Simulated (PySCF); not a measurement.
In(F)2(NCO) (CF₂InNO), SMILES [In]([F])([N]=C=O)[F].

The structure is a stationary point at r2SCAN-D4/def2-SVP. The structure was generated by enumeration; whether it is a known compound was not checked. The def2 effective core potentials stand for the cores of In; spin–orbit coupling is left out. One conformer was computed; it need not be the lowest.

Method: C-PCM-ωB97X/def2-SVP run with PySCF 2.14.0.

The values are the electrostatic part of the solvation free energy, E(continuum) − E(gas) at the gas-phase geometry, in a cavity of scaled van der Waals radii (PySCF's table); cavitation and dispersion terms are not included. A continuum can't describe solvent molecules that bind to the metal. In vacuum the orbital gap is 10.50 eV. The dipole moment in vacuum is 0.24 D.

Problem. Estimate the values in water (ε = 78.36), n-hexane (ε = 1.88), ethylethanoate (ε = 5.99). (An estimate is asked for; the answer gives what the named calculation found.)

Solution. 
```csv
solvent,ε,ΔG(elec) (kcal/mol),dipole (D),gap (eV)
water,78.36,-13.6,0.54,10.81
n-hexane,1.88,-6.1,0.35,10.63
ethylethanoate,5.99,-11.2,0.47,10.76
```
